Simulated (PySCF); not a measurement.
N-methylmethanimine (C2H5N), SMILES C=NC. The structure is a stationary point at PBE-D3(BJ)/def2-TZVP.

Computed equilibrium geometry at PBE-D3(BJ)/def2-TZVP (PySCF confirms it by a frequency run) as Cartesian coordinates in Å, and its point group:
point group Cs.
```xyz
8

C      0.1359    -1.1457     0.0000
N     -0.5377     0.1375     0.0000
C      0.1823     1.1825     0.0000
H     -0.1881    -1.7187    -0.8823
H     -0.1881    -1.7187     0.8823
H      1.2418    -1.0725     0.0000
H      1.2911     1.1603     0.0000
H     -0.3023     2.1668     0.0000
```
